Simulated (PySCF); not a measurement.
O2Si, singlet, at a GFN2-xTB geometry, with bond 3-2 at 1.6 times its length; HF/def2-SVP (PySCF).

Input for PySCF:
```python
from pyscf import gto, scf

mol = gto.Mole()
mol.atom = '''
    O    -0.000000   -0.000000   -1.491085
    Si    0.000000    0.000000    0.000000
    O     0.000000    0.000000    2.385736
'''
mol.basis = 'def2-svp'
mol.charge = 0
mol.spin = 0
mol.verbose = 4
mol.build()

mf = scf.RHF(mol)
mf.diis = False
mf.max_cycle = 100
mf.kernel()
```

### Question
Write the output that PySCF gives for this input, abridged.

### Answer

```
PySCF version 2.14.0

[INPUT] verbose = 4
[INPUT] num. atoms = 3
[INPUT] num. electrons = 30
[INPUT] charge = 0
[INPUT] spin (= nelec alpha-beta = 2S) = 0
[INPUT] symmetry False subgroup None
[INPUT] Mole.unit = angstrom
[INPUT] Symbol           X                Y                Z      unit          X                Y                Z       unit  Magmom
[...]
nuclear repulsion = 73.3265729076024
number of shells = 20
number of NR pGTOs = 84
number of NR cGTOs = 46
basis = def2-svp
ecp = {}

******** <class 'pyscf.scf.hf.RHF'> ********
method = RHF
initial guess = minao
damping factor = 0
level_shift factor = 0
DIIS disabled
SCF conv_tol = 1e-09
SCF conv_tol_grad = None
SCF max_cycles = 100
direct_scf = True
direct_scf_tol = 1e-13
Set gradient conv threshold to 3.16228e-05
Initial guess from minao.
init E= -437.773704316448
[...]
cycle= 1 E= -437.8109820448  delta_E= -0.0373  |g|= 1.07  |ddm|= 2.08
[...]
cycle= 2 E= -436.703614544882  delta_E= 1.11  |g|= 2.33  |ddm|= 2.52
[...]
cycle= 3 E= -436.242255075931  delta_E= 0.461  |g|= 2.65  |ddm|= 3.25
[...]
cycle= 4 E= -430.196589296781  delta_E= 6.05  |g|= 3.49  |ddm|= 4.54
[...]
cycle= 5 E= -397.065342487726  delta_E= 33.1  |g|= 4.89  |ddm|= 11.7
[...]
cycle= 6 E= -400.752684121636  delta_E= -3.69  |g|= 7.14  |ddm|= 20.8
[...]
cycle= 7 E= -394.235163978779  delta_E= 6.52  |g|= 3.81  |ddm|= 21.8
[...]
cycle= 8 E= -400.474314909632  delta_E= -6.24  |g|= 7.34  |ddm|= 22.2
[...]
cycle= 9 E= -394.205989757035  delta_E= 6.27  |g|= 3.81  |ddm|= 22.2
[...]
cycle= 10 E= -400.472812474914  delta_E= -6.27  |g|= 7.34  |ddm|= 22.2
[...]
cycle= 11 E= -394.20519429726  delta_E= 6.27  |g|= 3.81  |ddm|= 22.2
[...]
cycle= 12 E= -400.472780374666  delta_E= -6.27  |g|= 7.34  |ddm|= 22.2
[...]
cycle= 13 E= -394.205171440717  delta_E= 6.27  |g|= 3.81  |ddm|= 22.2
[...]
cycle= 14 E= -400.472779508148  delta_E= -6.27  |g|= 7.34  |ddm|= 22.2
[...]
cycle= 15 E= -394.205170776032  delta_E= 6.27  |g|= 3.81  |ddm|= 22.2
[...]
cycle= 16 E= -400.472779483661  delta_E= -6.27  |g|= 7.34  |ddm|= 22.2
[...]
cycle= 17 E= -394.205170756571  delta_E= 6.27  |g|= 3.81  |ddm|= 22.2
[...]
cycle= 18 E= -400.472779482956  delta_E= -6.27  |g|= 7.34  |ddm|= 22.2
[...]
cycle= 19 E= -394.205170755998  delta_E= 6.27  |g|= 3.81  |ddm|= 22.2
[...]
cycle= 20 E= -400.472779482936  delta_E= -6.27  |g|= 7.34  |ddm|= 22.2
[...]
cycle= 21 E= -394.205170755982  delta_E= 6.27  |g|= 3.81  |ddm|= 22.2
[...]
cycle= 22 E= -400.472779482935  delta_E= -6.27  |g|= 7.34  |ddm|= 22.2
[...]
cycle= 23 E= -394.205170755981  delta_E= 6.27  |g|= 3.81  |ddm|= 22.2
[...]
cycle= 24 E= -400.472779482935  delta_E= -6.27  |g|= 7.34  |ddm|= 22.2
[...]
cycle= 25 E= -394.205170755981  delta_E= 6.27  |g|= 3.81  |ddm|= 22.2
[...]
cycle= 26 E= -400.472779482935  delta_E= -6.27  |g|= 7.34  |ddm|= 22.2
[...]
cycle= 27 E= -394.205170755981  delta_E= 6.27  |g|= 3.81  |ddm|= 22.2
[...]
cycle= 28 E= -400.472779482935  delta_E= -6.27  |g|= 7.34  |ddm|= 22.2
[...]
cycle= 29 E= -394.205170755981  delta_E= 6.27  |g|= 3.81  |ddm|= 22.2
[...]
cycle= 30 E= -400.472779482935  delta_E= -6.27  |g|= 7.34  |ddm|= 22.2
[...]
cycle= 31 E= -394.205170755981  delta_E= 6.27  |g|= 3.81  |ddm|= 22.2
[...]
cycle= 32 E= -400.472779482935  delta_E= -6.27  |g|= 7.34  |ddm|= 22.2
[...]
cycle= 33 E= -394.205170755981  delta_E= 6.27  |g|= 3.81  |ddm|= 22.2
[...]
cycle= 34 E= -400.472779482935  delta_E= -6.27  |g|= 7.34  |ddm|= 22.2
[...]
cycle= 35 E= -394.205170755981  delta_E= 6.27  |g|= 3.81  |ddm|= 22.2
[...]
cycle= 36 E= -400.472779482935  delta_E= -6.27  |g|= 7.34  |ddm|= 22.2
[...]
cycle= 37 E= -394.205170755981  delta_E= 6.27  |g|= 3.81  |ddm|= 22.2
[...]
cycle= 38 E= -400.472779482935  delta_E= -6.27  |g|= 7.34  |ddm|= 22.2
[...]
cycle= 39 E= -394.205170755981  delta_E= 6.27  |g|= 3.81  |ddm|= 22.2
[...]
cycle= 40 E= -400.472779482935  delta_E= -6.27  |g|= 7.34  |ddm|= 22.2
[...]
cycle= 41 E= -394.205170755981  delta_E= 6.27  |g|= 3.81  |ddm|= 22.2
[...]
[...]
[...]
cycle= 50 E= -400.472779482935  delta_E= -6.27  |g|= 7.34  |ddm|= 22.2
[...]
cycle= 51 E= -394.205170755981  delta_E= 6.27  |g|= 3.81  |ddm|= 22.2
[...]
cycle= 52 E= -400.472779482935  delta_E= -6.27  |g|= 7.34  |ddm|= 22.2
[...]
cycle= 53 E= -394.205170755981  delta_E= 6.27  |g|= 3.81  |ddm|= 22.2
[...]
cycle= 54 E= -400.472779482935  delta_E= -6.27  |g|= 7.34  |ddm|= 22.2
[...]
cycle= 55 E= -394.205170755981  delta_E= 6.27  |g|= 3.81  |ddm|= 22.2
[...]
cycle= 56 E= -400.472779482934  delta_E= -6.27  |g|= 7.34  |ddm|= 22.2
[...]
cycle= 57 E= -394.205170755981  delta_E= 6.27  |g|= 3.81  |ddm|= 22.2
[...]
cycle= 58 E= -400.472779482935  delta_E= -6.27  |g|= 7.34  |ddm|= 22.2
[...]
cycle= 59 E= -394.205170755981  delta_E= 6.27  |g|= 3.81  |ddm|= 22.2
[...]
cycle= 60 E= -400.472779482935  delta_E= -6.27  |g|= 7.34  |ddm|= 22.2
[...]
cycle= 61 E= -394.205170755981  delta_E= 6.27  |g|= 3.81  |ddm|= 22.2
[...]
cycle= 62 E= -400.472779482935  delta_E= -6.27  |g|= 7.34  |ddm|= 22.2
[...]
cycle= 63 E= -394.205170755981  delta_E= 6.27  |g|= 3.81  |ddm|= 22.2
[...]
cycle= 64 E= -400.472779482935  delta_E= -6.27  |g|= 7.34  |ddm|= 22.2
[...]
cycle= 65 E= -394.205170755981  delta_E= 6.27  |g|= 3.81  |ddm|= 22.2
[...]
cycle= 66 E= -400.472779482935  delta_E= -6.27  |g|= 7.34  |ddm|= 22.2
[...]
cycle= 67 E= -394.205170755981  delta_E= 6.27  |g|= 3.81  |ddm|= 22.2
[...]
cycle= 68 E= -400.472779482935  delta_E= -6.27  |g|= 7.34  |ddm|= 22.2
[...]
cycle= 69 E= -394.205170755981  delta_E= 6.27  |g|= 3.81  |ddm|= 22.2
[...]
cycle= 70 E= -400.472779482935  delta_E= -6.27  |g|= 7.34  |ddm|= 22.2
[...]
cycle= 71 E= -394.205170755981  delta_E= 6.27  |g|= 3.81  |ddm|= 22.2
[...]
cycle= 72 E= -400.472779482935  delta_E= -6.27  |g|= 7.34  |ddm|= 22.2
[...]
cycle= 73 E= -394.205170755981  delta_E= 6.27  |g|= 3.81  |ddm|= 22.2
[...]
cycle= 74 E= -400.472779482935  delta_E= -6.27  |g|= 7.34  |ddm|= 22.2
[...]
cycle= 75 E= -394.205170755981  delta_E= 6.27  |g|= 3.81  |ddm|= 22.2
[...]
cycle= 76 E= -400.472779482935  delta_E= -6.27  |g|= 7.34  |ddm|= 22.2
[...]
cycle= 77 E= -394.205170755981  delta_E= 6.27  |g|= 3.81  |ddm|= 22.2
[...]
cycle= 78 E= -400.472779482935  delta_E= -6.27  |g|= 7.34  |ddm|= 22.2
[...]
cycle= 79 E= -394.205170755981  delta_E= 6.27  |g|= 3.81  |ddm|= 22.2
[...]
cycle= 80 E= -400.472779482935  delta_E= -6.27  |g|= 7.34  |ddm|= 22.2
[...]
cycle= 81 E= -394.205170755981  delta_E= 6.27  |g|= 3.81  |ddm|= 22.2
[...]
cycle= 82 E= -400.472779482935  delta_E= -6.27  |g|= 7.34  |ddm|= 22.2
[...]
cycle= 83 E= -394.205170755981  delta_E= 6.27  |g|= 3.81  |ddm|= 22.2
[...]
cycle= 84 E= -400.472779482935  delta_E= -6.27  |g|= 7.34  |ddm|= 22.2
[...]
cycle= 85 E= -394.205170755981  delta_E= 6.27  |g|= 3.81  |ddm|= 22.2
[...]
cycle= 86 E= -400.472779482934  delta_E= -6.27  |g|= 7.34  |ddm|= 22.2
[...]
cycle= 87 E= -394.205170755981  delta_E= 6.27  |g|= 3.81  |ddm|= 22.2
[...]
cycle= 88 E= -400.472779482935  delta_E= -6.27  |g|= 7.34  |ddm|= 22.2
[...]
cycle= 89 E= -394.205170755981  delta_E= 6.27  |g|= 3.81  |ddm|= 22.2
[...]
cycle= 90 E= -400.472779482935  delta_E= -6.27  |g|= 7.34  |ddm|= 22.2
[...]
cycle= 91 E= -394.205170755981  delta_E= 6.27  |g|= 3.81  |ddm|= 22.2
[...]
cycle= 92 E= -400.472779482935  delta_E= -6.27  |g|= 7.34  |ddm|= 22.2
[...]
cycle= 93 E= -394.205170755981  delta_E= 6.27  |g|= 3.81  |ddm|= 22.2
[...]
cycle= 94 E= -400.472779482935  delta_E= -6.27  |g|= 7.34  |ddm|= 22.2
[...]
cycle= 95 E= -394.205170755981  delta_E= 6.27  |g|= 3.81  |ddm|= 22.2
[...]
cycle= 96 E= -400.472779482935  delta_E= -6.27  |g|= 7.34  |ddm|= 22.2
[...]
cycle= 97 E= -394.205170755981  delta_E= 6.27  |g|= 3.81  |ddm|= 22.2
[...]
cycle= 98 E= -400.472779482935  delta_E= -6.27  |g|= 7.34  |ddm|= 22.2
[...]
cycle= 99 E= -394.205170755981  delta_E= 6.27  |g|= 3.81  |ddm|= 22.2
[...]
cycle= 100 E= -400.472779482935  delta_E= -6.27  |g|= 7.34  |ddm|= 22.2
SCF not converged.
SCF energy = -400.472779482935
```

The run did not converge; its last values are not results.
